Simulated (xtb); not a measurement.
xtb job for B(Cl)(Br)(OMe) (CH3BBrClO), SMILES COB(Cl)Br, GFN2-xTB. 

```
$ xtb mol.xyz --gfn 2 --sp --chrg 0 --uhf 0 --json
$ cat mol.xyz
8

B     -0.22013097    -0.54590520     0.12065708
Cl    -0.58243238    -1.23416739     1.67148409
Br     0.47495839     1.22198214     0.00919521
O     -0.44549378    -1.29079618    -0.94047585
C     -0.24387600    -0.99061192    -2.30694685
H      0.46262243    -1.71765095    -2.71038181
H     -1.20227249    -1.09274557    -2.81822093
H      0.14531767     0.02143425    -2.44625641
```

It prints:

```
[banner left out]
          |                Calculation Setup                |
           -------------------------------------------------



           -------------------------------------------------
          |                 G F N 2 - x T B                 |
           -------------------------------------------------

        Reference                      10.1021/acs.jctc.8b01176
      * Hamiltonian:
        H0-scaling (s, p, d)           1.850000    2.230000    2.230000
        zeta-weighting                 0.500000
      * Dispersion:
        s8                             2.700000
        a1                             0.520000
        a2                             5.000000
        s9                             5.000000
      * Repulsion:
        kExp                           1.500000    1.000000
        rExp                           1.000000
      * Coulomb:
        alpha                          2.000000
        third order                    shell-resolved
        anisotropic                    true
        a3                             3.000000
        a5                             4.000000
        cn-shift                       1.200000
        cn-exp                         4.000000
        max-rad                        5.000000


          ...................................................
          :                      SETUP                      :
          :.................................................:
          :  # basis functions                  35          :
          :  # atomic orbitals                  33          :
          :  # shells                           15          :
          :  # electrons                        30          :
          :  max. iterations                   250          :
          :  Hamiltonian                  GFN2-xTB          :
          :  restarted?                      false          :
          :  GBSA solvation                  false          :
          :  PC potential                    false          :
          :  electronic temp.          300.0000000     K    :
          :  accuracy                    1.0000000          :
          :  -> integral cutoff          0.2500000E+02      :
          :  -> integral neglect         0.1000000E-07      :
          :  -> SCF convergence          0.1000000E-05 Eh   :
          :  -> wf. convergence          0.1000000E-03 e    :
          :  Broyden damping             0.4000000          :
          :  net charge                          0          :
          :  unpaired electrons                  0          :
          ...................................................

 iter      E             dE          RMSdq      gap      omega  full diag
   1    -17.5378018 -0.175378E+02  0.799E+00    7.60       0.0  T
   2    -17.7297105 -0.191909E+00  0.648E+00    4.00       1.0  T
   3    -17.7856492 -0.559387E-01  0.333E+00    5.40       1.0  T
   4    -17.7852573  0.391895E-03  0.186E+00    4.76       1.0  T
   5    -17.7995924 -0.143351E-01  0.922E-01    5.17       1.0  T
   6    -17.8001686 -0.576222E-03  0.513E-01    5.32       1.0  T
   7    -17.8007806 -0.611914E-03  0.262E-01    5.22       1.0  T
   8    -17.8009258 -0.145249E-03  0.147E-01    5.24       1.0  T
   9    -17.8009900 -0.642254E-04  0.742E-02    5.30       1.0  T
  10    -17.8009993 -0.923065E-05  0.494E-02    5.26       1.0  T
  11    -17.8010201 -0.208550E-04  0.273E-02    5.28       1.3  T
  12    -17.8010209 -0.801257E-06  0.974E-03    5.28       3.6  T
  13    -17.8010211 -0.144108E-06  0.254E-03    5.28      13.9  T
  14    -17.8010211  0.127832E-07  0.251E-03    5.28      14.1  T
  15    -17.8010211 -0.184649E-07  0.118E-03    5.28      29.9  T
  16    -17.8010211 -0.384413E-08  0.516E-04    5.28      68.5  T
  17    -17.8010211 -0.128964E-08  0.333E-04    5.28     106.0  T

   *** convergence criteria satisfied after 17 iterations ***

         #    Occupation            Energy/Eh            Energy/eV
      -------------------------------------------------------------
         1        2.0000           -1.0682089             -29.0674
       ...           ...                  ...                  ...
         9        2.0000           -0.5056113             -13.7584
        10        2.0000           -0.5037335             -13.7073
        11        2.0000           -0.4761325             -12.9562
        12        2.0000           -0.4557473             -12.4015
        13        2.0000           -0.4471536             -12.1677
        14        2.0000           -0.4396800             -11.9643
        15        2.0000           -0.4331930             -11.7878 (HOMO)
        16                         -0.2391100              -6.5065 (LUMO)
        17                         -0.1190376              -3.2392
        18                         -0.0734384              -1.9984
        19                         -0.0094095              -0.2560
        20                          0.0031341               0.0853
       ...                                ...                  ...
        33                          0.7015076              19.0890
      -------------------------------------------------------------
                  HL-Gap            0.1940830 Eh            5.2813 eV
             Fermi-level           -0.3361515 Eh           -9.1471 eV

 SCC (total)                   0 d,  0 h,  0 min,  0.009 sec
 SCC setup                      ...        0 min,  0.000 sec (  1.019%)
 Dispersion                     ...        0 min,  0.000 sec (  0.505%)
 classical contributions        ...        0 min,  0.000 sec (  0.190%)
 integral evaluation            ...        0 min,  0.001 sec ( 14.375%)
 iterations                     ...        0 min,  0.005 sec ( 58.344%)
 molecular gradient             ...        0 min,  0.002 sec ( 24.479%)
 printout                       ...        0 min,  0.000 sec (  0.966%)

         :::::::::::::::::::::::::::::::::::::::::::::::::::::
         ::                     SUMMARY                     ::
         :::::::::::::::::::::::::::::::::::::::::::::::::::::
         :: total energy             -17.711233899890 Eh    ::
         :: gradient norm              0.000454506706 Eh/a0 ::
         :: HOMO-LUMO gap              5.281266451444 eV    ::
         ::.................................................::
         :: SCC energy               -17.801017803129 Eh    ::
         :: -> isotropic ES            0.060830801167 Eh    ::
         :: -> anisotropic ES         -0.004836832553 Eh    ::
         :: -> anisotropic XC         -0.016519946250 Eh    ::
         :: -> dispersion             -0.005099980864 Eh    ::
         :: repulsion energy           0.089783903239 Eh    ::
         :: add. restraining           0.000000000000 Eh    ::
         :: total charge              -0.000000000000 e     ::
         :::::::::::::::::::::::::::::::::::::::::::::::::::::

           -------------------------------------------------
          |                Property Printout                |
           -------------------------------------------------

    * Orbital Energies and Occupations

         #    Occupation            Energy/Eh            Energy/eV
      -------------------------------------------------------------
         1        2.0000           -1.0682089             -29.0674
       ...           ...                  ...                  ...
         3        2.0000           -0.7593814             -20.6638
         4        2.0000           -0.6840499             -18.6139
         5        2.0000           -0.6130255             -16.6813
         6        2.0000           -0.5959284             -16.2160
         7        2.0000           -0.5884915             -16.0137
         8        2.0000           -0.5350375             -14.5591
         9        2.0000           -0.5056113             -13.7584
        10        2.0000           -0.5037335             -13.7073
        11        2.0000           -0.4761325             -12.9562
        12        2.0000           -0.4557473             -12.4015
        13        2.0000           -0.4471536             -12.1677
        14        2.0000           -0.4396800             -11.9643
        15        2.0000           -0.4331930             -11.7878 (HOMO)
        16                         -0.2391100              -6.5065 (LUMO)
        17                         -0.1190376              -3.2392
        18                         -0.0734384              -1.9984
        19                         -0.0094095              -0.2560
        20                          0.0031341               0.0853
        21                          0.0031473               0.0856
        22                          0.0049810               0.1355
        23                          0.0090498               0.2463
        24                          0.0202044               0.5498
        25                          0.0231023               0.6286
        26                          0.0312992               0.8517
       ...                                ...                  ...
        33                          0.7015076              19.0890
      -------------------------------------------------------------
                  HL-Gap            0.1940830 Eh            5.2813 eV
             Fermi-level           -0.3361515 Eh           -9.1471 eV

     #   Z          covCN         q      C6AA      α(0)
     1   5 B        2.469     0.500    16.717     7.247
     2  17 Cl       0.953    -0.249   107.041    15.828
     3  35 Br       0.982    -0.199   190.548    22.257
     4   8 O        1.664    -0.300    19.006     5.885
     5   6 C        3.633     0.028    20.489     6.515
     6   1 H        0.924     0.076     2.026     2.226
     7   1 H        0.924     0.076     2.024     2.225
     8   1 H        0.924     0.068     2.107     2.270

 Mol. C6AA /au·bohr⁶  :       1707.103626
 Mol. C8AA /au·bohr⁸  :      67973.638597
 Mol. α(0) /au        :         64.452800


Wiberg/Mayer (AO) data.
largest (>0.10) Wiberg bond orders for each atom

 ---------------------------------------------------------------------------
     #   Z sym  total        # sym  WBO       # sym  WBO       # sym  WBO
 ---------------------------------------------------------------------------
     1   5 B    3.400 --     4 O    1.313     2 Cl   1.042     3 Br   1.006
     2  17 Cl   1.154 --     1 B    1.042
     3  35 Br   1.105 --     1 B    1.006
     4   8 O    2.384 --     1 B    1.313     5 C    0.950
     5   6 C    3.911 --     7 H    0.975     6 H    0.975     8 H    0.974
                             4 O    0.950
     6   1 H    0.994 --     5 C    0.975
     7   1 H    0.994 --     5 C    0.975
     8   1 H    0.995 --     5 C    0.974
 ---------------------------------------------------------------------------

Topologies differ in total number of bonds
Writing topology from bond orders to xtbtopo.mol

molecular dipole:
                 x           y           z       tot (Debye)
 q only:        0.039      -0.116      -1.369
   full:       -0.462      -1.359      -1.075       4.558
molecular quadrupole (traceless):
                xx          xy          yy          xz          yz          zz
 q only:       -0.263      -1.929      -3.744       1.370       4.067       4.007
  q+dip:        2.677      -5.217      -7.867       1.759       4.586       5.190
   full:        2.502      -5.122      -7.930       1.530       4.075       5.428


           -------------------------------------------------
          | TOTAL ENERGY              -17.711233899890 Eh   |
          | GRADIENT NORM               0.000454506706 Eh/α |
          | HOMO-LUMO GAP               5.281266451444 eV   |
           -------------------------------------------------

------------------------------------------------------------------------
Note: The following floating-point exceptions are signalling: IEEE_UNDERFLOW_FLAG IEEE_DENORMAL
normal termination of xtb
------------------------------------------------------------------------
 total:
 SCF:
```

Self-consistency was reached.
